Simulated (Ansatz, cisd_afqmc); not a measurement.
Species: Si, charge 0, triplet.

Total energies in def2-QZVPPD, 4 correlated electrons, 5 frozen orbitals. Radicals and triplets start from unrestricted determinants; spin-orbit coupling is neglected. Cores are frozen in correlated methods. No relativity. AFQMC/CISD: phaseless, guided by CISD from CCSD amplitudes; bars are statistical, one sigma. Outlying blocks are dropped, and bars are widened where a walk drifts. Over all cases where full CI ran beside it in this data, AFQMC minus full CI had a median of +0.1 mEh and passed +0.4 mEh in a tenth of the cases. Full CI freezes restricted core orbitals and the other rows unrestricted ones, which leaves a small offset even where coupled cluster is exact.

```json
[
 {"method": "HF", "program": "Ansatz", "energy (Eh)": "-288.85873", "error against FCI (mEh)": "80.40"},
 {"method": "MP2", "program": "Ansatz", "energy (Eh)": "-288.91901", "error against FCI (mEh)": "20.13"},
 {"method": "CCSD", "program": "Ansatz", "energy (Eh)": "-288.93554", "error against FCI (mEh)": "3.60"},
 {"method": "CCSD(T)", "program": "Ansatz", "energy (Eh)": "-288.93840", "error against FCI (mEh)": "0.73"},
 {"method": "CCSDT(Q)", "program": "Ansatz", "energy (Eh)": "-288.93920", "error against FCI (mEh)": "-0.06"},
 {"method": "CCSDTQ", "program": "Ansatz", "energy (Eh)": "-288.93921", "error against FCI (mEh)": "-0.08"},
 {"method": "AFQMC/CISD", "program": "cisd_afqmc", "energy (Eh)": "-288.9389 ± 0.0002", "error against FCI (mEh)": "0.3 ± 0.2"},
 {"method": "FCI", "program": "Ansatz", "energy (Eh)": "-288.93914", "error against FCI (mEh)": "0.00"}
]
```

Ansatz is a program for electronic structure.
